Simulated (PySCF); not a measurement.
# Partial charges of `CC=[P@]1(C)CC=C(C)C1`

Compound: C8H15P.
Structure used (GFN2-xTB), in Å, numbered top down from 1:
```
atom  x, y, z in Å
C1     2.5029   -1.9535   -0.5836
C2     2.1810   -0.5160   -0.9343
P3     0.8820    0.2589   -0.1325
C4     0.7258    1.9357   -0.8221
C5     0.2783    0.5487    1.6603
C6    -1.2044    0.5845    1.5108
C7    -1.7145    0.0189    0.4219
C8    -3.1667   -0.0684    0.0872
C9    -0.7157   -0.5691   -0.5302
H10    1.5897   -2.5375   -0.4779
H11    3.0880   -2.0695    0.3321
H12    3.0845   -2.3850   -1.3986
H13    3.0606    0.1317   -0.9203
H14   -0.2181    2.3777   -0.5075
H15    0.7711    1.8587   -1.9065
H16    1.5518    2.5520   -0.4724
H17    0.6923    1.4521    2.1125
H18    0.5956   -0.3066    2.2671
H19   -1.8111    1.0524    2.2719
H20   -3.4647   -1.1104   -0.0305
H21   -3.7715    0.3832    0.8696
H22   -3.3709    0.4415   -0.8546
H23   -0.6053   -1.6466   -0.3734
H24   -0.9726   -0.4136   -1.5813
```

Density: PBE0/pcSseg-1 (PySCF); schemes: Mulliken, IAO, Hirshfeld and ESP-fitted. Isolated species at its GFN2-xTB geometry (one conformer only).

Task: Tabulate the Mulliken, IAO, Hirshfeld and ESP-fitted charges.

Result: In e:

```tsv
atom	environment	Mulliken	IAO	Hirshfeld	ESP-fitted
C1	methyl carbon	-0.262	-0.406	-0.139	-0.042
C2	carbon bonded to C, P and H	-0.539	-0.702	-0.243	-0.849
P3	phosphorus bonded to 4 C	+0.437	+1.134	+0.361	+0.614
C4	sp3 carbon bound to phosphorus	-0.390	-0.636	-0.156	-0.597
C5	sp3 carbon bound to phosphorus	-0.322	-0.513	-0.127	-0.306
C6	alkene CH carbon	-0.063	-0.184	-0.065	-0.232
C7	fully substituted alkene carbon	-0.387	+0.008	+0.005	+0.194
C8	allylic carbon	-0.123	-0.424	-0.117	-0.705
C9	sp3 carbon bound to phosphorus	-0.295	-0.487	-0.112	-0.145
H10	methyl hydrogen	+0.093	+0.123	+0.027	+0.018
H11	methyl hydrogen	+0.103	+0.119	+0.022	+0.034
H12	methyl hydrogen	+0.119	+0.144	+0.034	+0.087
H13	hydrogen on C2	+0.106	+0.129	+0.008	+0.251
H14	methyl hydrogen	+0.147	+0.161	+0.043	+0.176
H15	methyl hydrogen	+0.161	+0.173	+0.051	+0.166
H16	methyl hydrogen	+0.152	+0.162	+0.052	+0.179
H17	methylene hydrogen	+0.139	+0.147	+0.040	+0.118
H18	methylene hydrogen	+0.163	+0.153	+0.039	+0.117
H19	vinylic hydrogen	+0.074	+0.142	+0.043	+0.137
H20	methyl hydrogen	+0.124	+0.150	+0.046	+0.186
H21	methyl hydrogen	+0.111	+0.147	+0.046	+0.193
H22	methyl hydrogen	+0.123	+0.148	+0.046	+0.203
H23	methylene hydrogen	+0.175	+0.157	+0.049	+0.126
H24	methylene hydrogen	+0.152	+0.155	+0.048	+0.077
```

Mean size of the charges over all atoms: IAO 0.279 e, ESP-fitted 0.240 e, Mulliken 0.198 e, Hirshfeld 0.080 e. Each set sums to the total charge, 0, to within 0.001 e. The ESP scheme is a least-squares fit of atom-centred charges to the potential on four shells outside the van der Waals surface, with the total charge fixed. The IAO scheme counts the electrons in orthogonalised intrinsic atomic orbitals, a minimal basis polarised so that it spans the occupied orbitals exactly.

Lowest charge. All schemes agree: Mulliken C2 (-0.539); IAO C2 (-0.702); Hirshfeld C2 (-0.243); ESP-fitted C2 (-0.849).

Highest charge. All schemes agree: Mulliken P3 (+0.437); IAO P3 (+1.134); Hirshfeld P3 (+0.361); ESP-fitted P3 (+0.614).

Task: Sum the charges by element, for elements with more than one atom.

Result: 
```
element  atoms  Mulliken     IAO  Hirshfeld  ESP-fitted
      C      8    -2.381  -3.345     -0.954      -2.682
      H     15    +1.944  +2.211     +0.593      +2.068
```

Task: How many electrons does the ESP-fitted scheme count on P3?

Result: Z − q = 15 − (+0.614) = 14.386.

Task: How closely do the schemes follow one another over all atoms?

Result: Correlation coefficient and root-mean-square difference: IAO with Hirshfeld 0.99, 0.265 e; Mulliken with IAO 0.89, 0.198 e; IAO with ESP-fitted 0.88, 0.177 e; Mulliken with Hirshfeld 0.87, 0.147 e; Hirshfeld with ESP-fitted 0.87, 0.231 e; Mulliken with ESP-fitted 0.77, 0.205 e.
